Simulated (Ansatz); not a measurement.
Total energies of `[CH3][GeH2][SeH]`.

```xyz
9

C     0.0360    0.0293    1.2681
Ge    0.5756    0.1360   -0.6013
Se   -0.9267   -1.0619   -1.9774
H    -0.9471    0.4824    1.4003
H    -0.0128   -1.0143    1.5787
H     0.7549    0.5583    1.8968
H     1.9289   -0.5524   -0.8447
H     0.6422    1.5996   -1.0741
H    -2.0511   -0.1769   -1.6463
```

Charge 0, multiplicity 1. Correlated methods include outer-core shells of Ge, Se, which these sets cover unevenly. Scalar relativity is left out up to krypton. The geometry is a stationary point of PBE0-D4/def2-TZVP. It is one conformer, not always the lowest. Basis def2-TZVPP, Ansatz 0.2.0.

RPA on PBE orbitals: Hartree–Fock energy of these orbitals -4516.56359 Eh, correlation -1.15917 Eh (frozen core).

| functional | energy without D4 (Eh) | D4 term (kJ/mol) |
| --- | --- | --- |
| LDA (SPW92) | -4513.31896 | – |
| PBE | -4519.57312 | -17.2 |
| B97M-V | -4519.49274 | – |
| B3LYP | -4520.40576 | -27.9 |
| r2SCANh | -4520.25787 | -4.4 |
| r2SCAN0 | -4520.24161 | -4.9 |
| HSE06 (plane-wave form) | -4519.71863 | -13.8 |
| BHLYP | -4520.25495 | -23.6 |
| CAM-B3LYP | -4520.53346 | -15.1 |
| ωB97X-V | -4519.89450 | – |

Give the same for revPBE, BLYP, r2SCAN, PBE0, LC-ωPBE, ωB97M-V, B2PLYP, PBE-QIDH. (Estimate.)

The calculation gave: 
```
functional  energy without D4 (Eh)  D4 term (kJ/mol)
    revPBE             -4519.94336             -46.8
      BLYP             -4520.37173             -37.0
    r2SCAN             -4520.26963              -4.0
      PBE0             -4519.71815             -14.6
   LC-ωPBE             -4519.69521                 –
   ωB97M-V             -4520.02650                 –
    B2PLYP             -4519.52509                 –
  PBE-QIDH             -4519.07111                 –
```

B3LYP takes the VWN-RPA correlation (the form of Gaussian; ORCA's B3LYP/G). HSE06 is the plane-wave form, built on full-range PBE exchange. The double hybrids freeze the cores in their second-order part.

LC-ωPBE has ω = 0.4 bohr⁻¹.
